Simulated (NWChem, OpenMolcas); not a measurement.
**OpenMolcas → NWChem**

OpenMolcas 26.06 runs this on CH4BFO (SMILES OCBF):

geom.xyz:
```
8

O     -1.240500     0.762600    -0.169300
C      0.117900     0.425000    -0.013600
B      0.368600    -1.112000     0.076000
F     -0.622900    -1.976700     0.007200
H     -1.319100     1.717500    -0.217300
H      0.563100     0.872000     0.893700
H      0.744200     0.799800    -0.843400
H      1.481000    -1.545400     0.210800
```

run.inp:
```
* CH4BFO Kohn-Sham DFT

&GATEWAY
  BasLib
  $CurrDir
  Coord
  geom.xyz
  Basis
  def2-SVPD
  Group
  NoSym

&SEWARD
  GridInput
  Grid=UltraFine
  End of Grid

&SCF
  KSDFT
  B3LYP
  Thresholds
  1e-10 1e-07 1e-07 1e-05
  PrOrbitals
  0

&ALASKA
```

```bash
$ export MOLCAS_MEM=1860
$ pymolcas run.inp > run.log
```

(Basis files named in the input come from the Basis Set Exchange and aren't shown.)

The coordinates come from a PBE0-D4/def2-TZVP relaxation. This is one conformer, not always the lowest.

It gives a total energy of -240.307751 Eh.

Problem. How is this level of theory, on these atoms, set up in NWChem 7.3.0 as an ASE script?

Solution. For example:

run.py:
```python
from ase import Atoms
from ase.calculators.nwchem import NWChem

atoms = Atoms(['O', 'C', 'B', 'F', 'H', 'H', 'H', 'H'], positions=[
    [-1.240500, 0.762600, -0.169300],
    [0.117900, 0.425000, -0.013600],
    [0.368600, -1.112000, 0.076000],
    [-0.622900, -1.976700, 0.007200],
    [-1.319100, 1.717500, -0.217300],
    [0.563100, 0.872000, 0.893700],
    [0.744200, 0.799800, -0.843400],
    [1.481000, -1.545400, 0.210800],
])

calc = NWChem(
    label='ch4bfo',
    theory='dft',
    memory='2200 mb',
    basis='def2-SVPD',
    basispar='spherical bse',
    dft={'xc': 'b3lyp', 'mult': '1', 'grid': 'fine', 'convergence': 'energy 1e-08', 'iterations': '100', 'mulliken': None},
)
atoms.calc = calc

forces = atoms.get_forces()
print(f"energy = {atoms.get_potential_energy():.6f} eV")
print("forces (eV/A):")
for s, f in zip(atoms.symbols, forces):
    print(f"{s:2s} {f[0]:10.5f} {f[1]:10.5f} {f[2]:10.5f}")
print("dipole (e A):", atoms.get_dipole_moment().round(4))
```

```bash
$ export ASE_NWCHEM_COMMAND="nwchem PREFIX.nwi > PREFIX.nwo"
$ python run.py
```

Its energy is -240.307751 Eh, the same as the first but for the last digit, at most.
